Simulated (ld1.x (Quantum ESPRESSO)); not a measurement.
**cerium (Ce): from the effect back to the setting (RRKJ)**

Base potential:

Ce (Z = 58), norm-conserving RRKJ (Kleinman–Bylander form), made with ld1.x (Quantum ESPRESSO) 7.5 (PBE, fully relativistic). Core [Xe], reference 4f1 5d0 6s0 6p0 (charge +3). Waves: 6p (bound, empty): rc 3.20 bohr; 5d (bound, empty): rc 3.60 bohr; 4f (bound): rc 1.65 bohr; 6s (bound, empty): rc 2.60 bohr. Local part: the s channel. Core correction: none.

Open shells are filled in proportion to 2j + 1 (rel_dist='average').

Cutoffs, loose and tight: the cutoffs (Ry, on a coarse ladder) from which the occupation-weighted sum of valence levels, in a spherical-Bessel basis at the reference potential, stays within 10 and 1 mRy of its value at 400 Ry. They do not see the model core or the augmentation charge, which bear on the density cutoff. Test errors are all-electron minus pseudo excitation energies from the reference, over the configurations 4f1 5d1 6s2 6p0; 4f1 5d1 6s1 6p0; 4f1 5d1 6s0 6p0; 4f1 5d0 6s2 6p0; 4f2 5d0 6s1 6p0; 4f0 5d1 6s2 6p0; 4f2 5d1 6s0 6p0; variants that change the core or the reference have their own tests. The largest error is taken over the tests solved by every variant that gives reliable tests at all, those not shown here included: 4f0 5d1 6s2 6p0; 4f1 5d0 6s2 6p0; 4f1 5d1 6s1 6p0; 4f2 5d1 6s0 6p0.

Only the f radius is moved:

| f radius (bohr) | cutoff, loose | cutoff, tight | bound ghosts | largest test error (meV) |
| --- | --- | --- | --- | --- |
| 1.08 | 180 Ry | 200 Ry | s (extra level of the local part) | +4203 |
| 1.38 | 110 Ry | 140 Ry | s (extra level of the local part) | +4532 |
| 1.94 | 55 Ry | 80 Ry | s (extra level of the local part) | +5190 |
| 2.16 | 45 Ry | 70 Ry | s (extra level of the local part) | +5344 |
| 2.46 | 35 Ry | 50 Ry | s (extra level of the local part) | +5470 |

Task: One more run gave cutoff, loose: 80 Ry; cutoff, tight: 110 Ry; bound ghosts: s (extra level of the local part); largest test error (meV): +4862. Which value of the f radius was used?

Result: 1.64 bohr. The loose cutoff moves one way along this sweep, from 180 Ry at 1.08 to 35 Ry at 2.46 bohr, which places the run between 1.38 and 1.94 bohr.
